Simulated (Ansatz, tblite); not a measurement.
Adding an electron: SnGe3⁺ (the lowest doublet isomer of a short search). Total charge 1; doublet. Geometry: PBE-D4/def2-SVP. Ansatz, gas phase; energy differences of separate SCF runs; the reduced species is a singlet (the triplet lies 0.68 eV higher at PBE0-D4/def2-TZVP).

```xyz
4

Ge   -0.464   -0.614   -1.262
Ge    0.523    0.722    1.179
Ge    0.840    1.435   -1.124
Sn   -0.899   -1.543    1.207
```

In the def2 sets Sn takes a core potential; there is no spin–orbit coupling. The xTB rows come from tblite. The structure comes from a short search, and lower isomers may exist.

```tsv
level	−HOMO (eV)	−LUMO (eV)	vertical EA (eV)	HOMO–LUMO gap (eV)
GFN1-xTB	–	–	11.57	–
GFN2-xTB	–	–	11.13	–
PBE0-D4/def2-TZVP	10.93	8.78	7.14	2.16
```

Q: Estimate the rows for PBE-D4/def2-TZVP, r2SCAN-D4/def2-TZVP.

A: 
```json
{"level": "PBE-D4/def2-TZVP", "−HOMO (eV)": "10.01", "−LUMO (eV)": "9.38", "vertical EA (eV)": "7.01", "HOMO–LUMO gap (eV)": "0.63"}
{"level": "r2SCAN-D4/def2-TZVP", "−HOMO (eV)": "10.39", "−LUMO (eV)": "9.30", "vertical EA (eV)": "7.11", "HOMO–LUMO gap (eV)": "1.08"}
```

  HOMO and LUMO are the levels of the spin that leaves or enters (xTB has no such levels and no spin-polarisation term). Other spin states of the ions may lie lower, which would lower the ionisation energy or raise the affinity. Raw xTB energy differences between charge states are shifted by several eV; the methods need an empirical correction for them.
